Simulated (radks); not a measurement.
Task: Excited configurations of Sr: one electron is placed in a higher orbital outside [Kr] 5s1. The ground configuration is [Kr] 5s2. Method: scalar-relativistic Kohn-Sham, BLYP, spin-polarised, spherical densities, finite nucleus; open shells are filled with parallel spins first (spin-orbit coupling, left out, can overturn this in heavy ions); Fermi nuclear charge, rms radius 4.224 fm; computed with a radial shooting solver on a logarithmic mesh with Libxc functionals. Excitation = E - E(ground); binding = E(ion) - E, where the ion is the core of charge +1; n* = 1/sqrt(2 binding) in atomic units, and the quantum defect is n - n*.

outer orbital  excitation (eV)  binding (eV)     n*  quantum defect  eigenvalue (eV)  <r> (bohr)
4d                       2.033         3.648  1.931           2.069           -0.950       3.977
5p                       2.016         3.666  1.926           3.074           -1.838       5.531
6s                       3.597         2.085  2.555           3.445           -1.213       10.16
6p                       4.082         1.600  2.916           3.084           -0.909       12.64
6f                       5.152         0.529  5.070           0.930           -0.325       42.05

Estimate the row for 7d.

Result: excitation (eV) 5.001; binding (eV) 0.681; n* 4.471; quantum defect 2.529; eigenvalue (eV) -0.404; <r> (bohr) 31.56. The Delta-SCF ionisation energy is 5.682 eV (NIST Atomic Spectra Database: 5.695 eV, measured). Self-interaction in the functional shifts the binding energies and quantum defects, so they are the method's values and not measured ones.
